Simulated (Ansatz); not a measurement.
Method: Ansatz (a quantum-chemistry and plane-wave program) with PBE-D3(BJ)/def2-TZVP. No frequencies were computed at this level.

Ansatz 0.2 input:
```yaml
crystal:
  periodic: [false, false, false]
  atoms:
    - { symbol: Br, position_ang: [-1.108327, 1.76605, -0.732446] }
    - { symbol: Si, position_ang: [0.0, 0.0, 0.0] }
    - { symbol: Br, position_ang: [-1.102272, -0.915854, 1.682261] }
    - { symbol: Br, position_ang: [2.006677, 0.621945, 0.685733] }
    - { symbol: Br, position_ang: [0.203923, -1.47214, -1.635548] }
basis:
  gaussian: { orbitals: def2-tzvp }
hamiltonian:
  xc: pbe
  dispersion: d3bj
relax:
  max_steps: 150
```

Output:

```
Functional definition: PBE
1756 factors; their error is unknown
mean field evaluation 1: about -288021.9763 eV, gradient 2.0e1 eV
mean field evaluation 2: about -288021.8791 eV, gradient 1.7e1 eV
mean field evaluation 4: about -288022.5618 eV, gradient 1.3e0 eV
mean field evaluation 8: about -288022.4677 eV, gradient 1.2e-1 eV
mean field evaluation 16: about -288022.4677 eV, gradient 1.8e-5 eV
mean field -288022.46771872 eV, -10584.6304600223 hartree, gradient 1.8e-5 eV, S^2 0.000000; 0 other end points of the search recorded, 0 dependent functions left out
reference -288022.46775683 eV, -10584.6304614228 hartree; 77, 77 occupied and 152, 152 virtual orbitals, 1756 factors
relax step   1: F+E_penalty+E_count = -288022.74482389 eV  Δ(F+E_penalty+E_count) = +0.000e0 eV  max|allowed force component| = 5.251e-2 eV/Å  Δτ_max = 0.0000 Å  (26 SCF iters, accepted)
these checks for a lower state are left out or cut short: starts, cluster_reference, orbital_swaps, neighbouring_geometries, increment
1756 factors; their error is unknown
mean field -288022.46857743 eV, -10584.6304915793 hartree, gradient 2.4e-5 eV, S^2 0.000000; 0 other end points of the search recorded, 0 dependent functions left out
reference -288022.46861557 eV, -10584.6304929810 hartree; 77, 77 occupied and 152, 152 virtual orbitals, 1756 factors
relax step   2: F+E_penalty+E_count = -288022.74522782 eV  Δ(F+E_penalty+E_count) = -4.039e-4 eV  max|allowed force component| = 2.181e-3 eV/Å  Δτ_max = 0.0034 Å  (30 SCF iters, accepted)
1756 factors; their error is unknown
mean field evaluation 32: about -288022.5616 eV, gradient 1.0e-1 eV
mean field -288022.46857743 eV, -10584.6304915793 hartree, gradient 2.5e-5 eV, S^2 0.000000; 1 other end points of the search recorded, 0 dependent functions left out
reference -288022.46861557 eV, -10584.6304929810 hartree; 77, 77 occupied and 152, 152 virtual orbitals, 1756 factors
Total energy: -288022.74526596 eV, -10584.6406596954 hartree
Atom 0 at    -1.110008     1.768729    -0.733557 Å, force    -0.001205     0.001920    -0.000796 eV/Å
Atom 1 at     0.000000    -0.000000    -0.000000 Å, force     0.000001    -0.000001    -0.000001 eV/Å
Atom 2 at    -1.103944    -0.917244     1.684813 Å, force    -0.001199    -0.000996     0.001829 eV/Å
Atom 3 at     2.009721     0.622889     0.686773 Å, force     0.002181     0.000676     0.000745 eV/Å
Atom 4 at     0.204232    -1.474373    -1.638029 Å, force     0.000222    -0.001600    -0.001778 eV/Å
Dipole moment:    -0.000000     0.000000     0.000000 e Å
```

Cost: roughly 21 core-seconds.
